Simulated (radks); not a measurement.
The numbers below are computed, except where a source is named.
Excited configurations of Ti+: one electron is placed in a higher orbital outside [Ar] 3d2. The ground configuration is [Ar] 3d2 4s1. Code: a radial shooting solver on a logarithmic mesh with Libxc functionals. Model: Dirac Kohn-Sham, PBEsol, spin-unpolarised, spherical densities, point nucleus; open shells fill j = l - 1/2 first. Excitation = E - E(ground); binding = E(ion) - E, where the ion is the core of charge +2; n* = 2/sqrt(2 binding) in atomic units, and the quantum defect is n - n*.

outer orbital  excitation (eV)  binding (eV)     n*  quantum defect  eigenvalue (eV)
4f5/2                   10.012         3.456  3.968           0.032           -2.467
5s1/2                    7.389         6.079  2.992           2.008           -4.788
5d3/2                   10.181         3.286  4.069           0.931           -2.515
5f5/2                   11.152         2.316  4.848           0.152           -1.766
6p1/2                   10.482         2.985  4.270           1.730           -2.377
6d3/2                   11.276         2.191  4.984           1.016           -1.731
7d3/2                   11.906         1.561  5.904           1.096           -1.257

The Delta-SCF ionisation energy is 13.467 eV (NIST Atomic Spectra Database: 13.576 eV, measured). Self-interaction in the functional shifts the binding energies and quantum defects, so they are the method's values and not measured ones. Spin polarisation and multiplet splitting are left out, so open shells lie too high by an amount that depends on their filling.

Beside tabulated values, note that spin-unpolarised runs miss the spin-polarisation part of the exchange energy of open shells.
